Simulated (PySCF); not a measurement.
TPSSh on Li⁻ (lithium, charge -1), [He] 2s2, closed-shell 1S. Computed with PySCF 2.14 in aug-cc-pVDZ-DK (4s3p2d, 23 functions), with the spin-free X2C one-electron Hamiltonian (Gaussian nucleus).

```
cycle= 1 E= -7.50913398421547  delta_E= -0.000658  |g|= 0.00411  |ddm|= 0.255
cycle= 2 E= -7.50920793394009  delta_E= -7.39e-05  |g|= 0.00139  |ddm|= 0.0699
cycle= 3 E= -7.50922447607744  delta_E= -1.65e-05  |g|= 0.000231  |ddm|= 0.0245
cycle= 4 E= -7.50922472164047  delta_E= -2.46e-07  |g|= 1.54e-06  |ddm|= 0.00511
cycle= 5 E= -7.50922472166046  delta_E= -2e-11  |g|= 1.85e-08  |ddm|= 7.22e-05
converged SCF energy = -7.50922472166046  <S^2> = -7.5495166e-15  2S+1 = 1
```

Highest occupied orbital energy: 0.704 eV; ⟨L²⟩ = 0.00; populations by l: s 4.00, p 0.00, d 0.00.

Question: Can this result be used?

Answer: With care. The run converged. At TPSSh the highest occupied level has a positive energy, so only the finite basis holds that electron; in a semilocal or global hybrid functional this comes from self-interaction and does not mean that the real anion is unbound.
